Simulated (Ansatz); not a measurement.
Geometry optimisation, RKS PBE-D4/def2-SVP (Ansatz).

Input:

```yaml
crystal:
  periodic: [false, false, false]
  atoms:
    - { symbol: Ta, position_ang: [0.0, 0.0, 0.0] }
    - { symbol: F, position_ang: [2.28, 0.0, 0.0] }
    - { symbol: Cl, position_ang: [0.0, 0.0, 2.47] }
    - { symbol: Cl, position_ang: [0.0, 0.0, -2.47] }
    - { symbol: Cl, position_ang: [-1.235, 2.139, 0.0] }
    - { symbol: Cl, position_ang: [-1.235, -2.139, 0.0] }
    - { symbol: H, position_ang: [0.6622, -1.6867, 1.0613] }
    - { symbol: H, position_ang: [1.6779, -1.2317, 0.775] }
basis:
  gaussian: { orbitals: def2-SVP }
hamiltonian:
  xc: pbe
  dispersion: d4
relax:
  f_tol: 0.15
  max_steps: 25
  restrain:
    - { distance: [0, 6], at: 3.0, k: 30.0 }
    - { distance: [7, 1], at: 2.12, k: 30.0 }
    - { distance: [0, 1], at: 1.93, k: 30.0 }
    - { distance: [7, 6], at: 0.66, k: 30.0 }
```

Command:

```bash
$ ansatz run input.yaml --threads 4 --pin off --max-ram 5120MiB --backend cpu --events-out ev --progress --plain --runs-dir out
```

**Question.** Where does it end, and by what steps?

**Answer.** It converged. The restraints hold the end off the free minimum; the threshold counts their pulls, which the force column leaves out. Restrained pairs: Ta1–H7 (2.10 → 3.00 Å), F2–H8 (1.57 → 2.13 Å), Ta1–F2 (2.28 → 1.91 Å), H7–H8 (1.15 → 0.72 Å). After 9 steps the energy has fallen by 3.335 eV (the restraints' own energy left out); H7 moved furthest, 1.06 Å.

| step | energy less start (eV) | largest force component (eV/Å) | accepted |
| --- | --- | --- | --- |
| 0 | 0.0000 | 3.038 | yes |
| 1 | -0.9201 | 3.641 | yes |
| 2 | -1.6981 | 3.398 | yes |
| 3 | -2.4783 | 3.053 | yes |
| 4 | -3.1221 | 1.204 | yes |
| 5 | -3.2654 | 1.376 | yes |
| 6 | -3.3101 | 1.425 | yes |
| 7 | -3.3369 | 1.342 | yes |
| 8 | -3.3367 | 1.492 | yes |
| 9 | -3.3348 | 1.557 | yes |

```xyz
8
Properties=species:S:1:pos:R:3
Ta -0.120 0.178 0.093
F 1.770 0.365 0.293
Cl -0.233 0.389 2.423
Cl 0.320 -0.275 -2.162
Cl -1.258 2.107 -0.323
Cl -1.566 -1.619 0.178
H 1.415 -2.329 0.693
H 1.823 -1.735 0.640
```

Time of the run: 21 s on 4 threads of Arm Neoverse V1 (shared host), peak memory 0.21 GiB.
